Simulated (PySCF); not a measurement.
**From computed data to an observable: chemical shift, span and skew from a shielding tensor**

C4H7FO2, SMILES O(C(=C)F)CCO. Atoms are numbered in the order given.

```xyz
14

C      2.3703     0.5946    -0.5741
C      1.4317     0.0137     0.1710
F      1.7199    -0.9878     1.0171
O      0.1430     0.3640     0.2075
C     -0.8366    -0.6901     0.1633
C     -2.1873    -0.0088     0.0890
O     -2.3128     0.7846    -1.0632
H      2.0913     1.3821    -1.2718
H      3.4129     0.3005    -0.4643
H     -0.7532    -1.3255     1.0595
H     -0.6620    -1.3047    -0.7370
H     -2.9729    -0.7806     0.0520
H     -2.3409     0.5767     1.0188
H     -1.5634     1.3971    -1.0600
```

Geometry: B3LYP-D3(BJ)/def2-SVP. This is a generated structure with no PubChem entry under its InChIKey; it may be hypothetical. Other conformers were not sampled.

GIAO shieldings from PBE0/pcSseg-1 (PySCF), non-relativistic, no solvent. The symmetric part of the tensor of C2 has the principal values -88.6, 54.5, 72.3 ppm. The same nucleus in TMS has σ = 186.3 ppm at this level (PySCF, at its B3LYP-D3(BJ)/def2-TZVP geometry).

**Question.** Work out the isotropic shielding, the ¹³C shift against TMS, the span and the skew.

**Answer.** 
σ(iso) = (σ11 + σ22 + σ33)/3 = 12.7 ppm. δ = σ(ref) − σ(iso) = 186.3 − (12.7) = 173.6 ppm.
Span Ω = σ33 − σ11 = 160.9 ppm. Skew κ = 3(σ(iso) − σ22)/Ω = -0.78. Tumbling in solution averages the tensor to δ; in a static solid the shielding alone would spread this spin-1/2 line over Ω.
